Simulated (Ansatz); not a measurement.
Geometry optimisation, RKS BLYP-D4/def2-SVP (Ansatz).

Input:

```yaml
crystal:
  periodic: [false, false, false]
  atoms:
    - { symbol: In, position_ang: [0.269454, 0.469892, -0.263294] }
    - { symbol: O, position_ang: [-0.444733, -0.048732, 2.786654] }
    - { symbol: H, position_ang: [-1.38283, -0.320775, 2.684324] }
    - { symbol: Cl, position_ang: [2.003371, -0.56578, -1.52331] }
    - { symbol: O, position_ang: [-1.665058, -0.057851, -0.534154] }
    - { symbol: H, position_ang: [-1.703106, -0.778495, -1.196011] }
    - { symbol: O, position_ang: [0.616025, 2.032113, 0.940955] }
    - { symbol: Al, position_ang: [2.011152, 2.677331, 1.744978] }
    - { symbol: H, position_ang: [3.409669, 1.907877, 1.668475] }
    - { symbol: H, position_ang: [1.761333, 4.016896, 2.569382] }
    - { symbol: H, position_ang: [-0.462677, 0.907522, 2.506302] }
basis:
  gaussian: { orbitals: def2-SVP }
hamiltonian:
  xc: blyp
  dispersion: d4
relax:
  f_tol: 0.03
  max_steps: 50
```

Command:

```bash
$ ansatz run input.yaml --threads 4 --pin off --max-ram 5120MiB --backend cpu --events-out ev --progress --plain --runs-dir out
```

**Question.** Where does it end, and by what steps?

**Answer.** The run converged. The force dipped under the threshold on the way, but the program's further checks kept it going. After 33 steps the energy has fallen by 0.544 eV; H9 moved furthest, 2.29 Å. Joined: In1–O2 (3.18 → 2.35 Å).

| step | energy less start (eV) | largest force component (eV/Å) | accepted |
| --- | --- | --- | --- |
| 0 | 0.0000 | 0.585 | yes |
| 2 | -0.2538 | 1.075 | yes |
| 4 | -0.3566 | 0.849 | yes |
| 6 | -0.4313 | 0.166 | yes |
| 8 | -0.4458 | 0.064 | yes |
| 10 | -0.4616 | 0.121 | yes |
| 12 | -0.4686 | 0.103 | yes |
| 14 | -0.4821 | 0.163 | yes |
| 16 | -0.4929 | 0.282 | yes |
| 18 | -0.5209 | 0.248 | yes |
| 20 | -0.5334 | 0.163 | yes |
| 22 | -0.5326 | 0.186 | no |
| 24 | -0.5388 | 0.177 | yes |
| 26 | -0.5419 | 0.121 | yes |
| 28 | -0.5427 | 0.071 | no |
| 30 | -0.5435 | 0.056 | yes |
| 32 | -0.5442 | 0.040 | yes |
| 33 | -0.5443 | 0.029 | yes |

```xyz
11
Properties=species:S:1:pos:R:3
In 0.527 0.172 0.509
O -0.990 -0.633 2.115
H -1.660 -0.350 1.419
Cl 1.911 -1.568 -0.333
O -1.382 0.424 -0.260
H -1.515 -0.075 -1.091
O 1.206 1.685 1.657
Al 2.176 3.098 1.534
H 2.827 3.509 0.135
H 2.368 3.947 2.866
H -1.057 0.030 2.834
```

Whether the end is a true minimum wasn't checked by a vibrational analysis.

Run time: 50 s on 4 threads of Arm Neoverse V2, on a shared host, peak memory 0.2 GiB.
